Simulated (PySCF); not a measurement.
SCF from a fresh guess for sextet IrCl₄, at the PBE minimum. PySCF input:

```python
from pyscf import gto, scf, dft
mol = gto.M(atom='''
Ir    -0.000000    -0.000000     0.000000
Cl     1.336860     1.336860     1.336860
Cl     1.336860    -1.336860    -1.336860
Cl    -1.336860    -1.336860     1.336860
Cl    -1.336860     1.336860    -1.336860''',
    basis={'Ir': 'def2-SVP', 'Cl': 'def2-SVP'},
    ecp={'Ir': 'def2-SVP'},
    charge=0, spin=5)
mf = dft.UKS(mol, xc='PBE')
mf.grids.atom_grid = (50, 194)
aux = {'Ir': 'def2-universal-JKFIT', 'Cl': 'def2-universal-JKFIT'}
mf = mf.density_fit(auxbasis=aux)
mf.conv_tol = 1e-08
mf.diis_space = 10
mf.max_cycle = 60
mf.init_guess = 'minao'
mf.verbose = 4
mf.kernel()
```

Excerpt of the output (cycles alone):

```
init E= -1932.21012646723
cycle= 1 E= -1943.04443793496  delta_E= -10.8  |g|= 1.27  |ddm|=  5.9
cycle= 2 E= -1934.16744329354  delta_E= 8.88  |g|=  3.2  |ddm|=  8.7
cycle= 3 E= -1943.77169418443  delta_E= -9.6  |g|= 0.51  |ddm|= 8.56
cycle= 4 E= -1943.88187910411  delta_E= -0.11  |g|= 0.255  |ddm|= 0.653
cycle= 5 E= -1943.91406700786  delta_E= -0.0322  |g|= 0.0311  |ddm|= 0.263
cycle= 6 E= -1943.91447445823  delta_E= -0.000407  |g|= 0.0146  |ddm|= 0.0293
cycle= 7 E= -1943.91455918978  delta_E= -8.47e-05  |g|= 0.00599  |ddm|= 0.00866
cycle= 8 E= -1943.91457439273  delta_E= -1.52e-05  |g|= 0.00266  |ddm|= 0.00371
cycle= 9 E= -1943.91457806244  delta_E= -3.67e-06  |g|= 0.000196  |ddm|= 0.00247
cycle= 10 E= -1943.91457808011  delta_E= -1.77e-08  |g|= 5.34e-05  |ddm|= 0.000139
cycle= 11 E= -1943.91457808152  delta_E= -1.41e-09  |g|= 9.16e-06  |ddm|= 4.04e-05
Extra cycle  E= -1943.91457808036  delta_E= 1.17e-09  |g|= 4.87e-05  |ddm|= 4.86e-05
converged SCF energy = -1943.91457808036  <S^2> = 8.754061  2S+1 = 6.0013535
```

No lower solution of this spin was found from smeared starts or by a stability analysis within the unrestricted form.

Other spin states or occupations of the open shell can lie lower. With an element this heavy the missing spin–orbit coupling can shift these numbers.

The search for the lowest solution, 3 starts and the stability check together, took 33 s on 4 threads of a shared Arm Neoverse V1 host, with 104 basis functions; the process peaked at 0.53 GiB. Launch command: `OMP_NUM_THREADS=4 python axn.py task.json out`.
